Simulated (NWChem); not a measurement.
AlH$_{3}$O$_{3}$; SMILES [Al]([OH])([OH])[OH]

```xyz
7

Al     0.0000     0.0000     0.0000
O     -1.4712     0.8429     0.0000
H     -1.5335     1.7990     0.0000
O      1.4656     0.8526     0.0000
H      2.3247     0.4286     0.0000
O      0.0056    -1.6955     0.0000
H     -0.7912    -2.2276     0.0000
```
Atoms are numbered in this order, from 1.

Coordinates come from a PBE0/def2-SVP optimisation.

Problem. Give the principal values of the shielding tensors (ppm) of Al1, O2 from PBE/cc-pVTZ, GIAO (NWChem), with their diamagnetic and paramagnetic parts as GIAO splits them.

Solution. 
```tsv
atom	σ11	σ22	σ33	isotropic	diamagnetic	paramagnetic
Al1	374.3	481.4	481.4	445.7	805.0	-359.3
O2	298.1	307.1	359.0	321.4	377.3	-55.9
```
